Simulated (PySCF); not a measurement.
## XPS shifts beside NMR shieldings

Compound: C3H3BrO2.
Cartesian coordinates in Å at the PBE0-D3(BJ)/def2-SVP level; atoms count from 1:
```xyz
9
C3H3BrO2 angstrom
O     -1.2177   -1.1690   -0.6252
C     -0.9518   -0.0693   -0.2092
O     -1.8649    0.9004   -0.0724
C      0.3910    0.3900    0.2100
C      1.4157   -0.4610    0.1146
Br     3.1625   -0.0433    0.6008
H     -2.7104    0.5247   -0.3624
H      0.5005    1.4090    0.5858
H      1.2727   -1.4759   -0.2662
```

Binding energies: delta-SCF UKS SCAN, pcX-2 on the ionised atom, pcseg-1 elsewhere, spin-free X2C in PySCF 2.14.0. Shieldings: GIAO PBE0/pcSseg-1, non-relativistic, same geometry.

```json
{"atom": "C2", "C 1s (eV)": "294.87"}
{"atom": "C4", "C 1s (eV)": "291.23"}
{"atom": "C5", "C 1s (eV)": "292.27"}
```

Problem. What are the absolute isotropic shieldings of these atoms?

Solution. 
```
atom             environment  C 1s (eV)  isotropic shielding (ppm)
  C4        alkene CH carbon     291.23                       51.1
  C5        alkene CH carbon     292.27                       28.1
  C2  carboxylic acid carbon     294.87                       18.1
```

Problem. Among the listed atoms, is the one with the highest binding energy also the least shielded?

Solution. Yes: C2 has both (294.87 eV, 18.1 ppm).

By binding energy: C4 < C5 < C2. By shielding: C2 < C5 < C4.

Geometry: PBE0-D3(BJ)/def2-SVP, one conformer, isolated molecule.
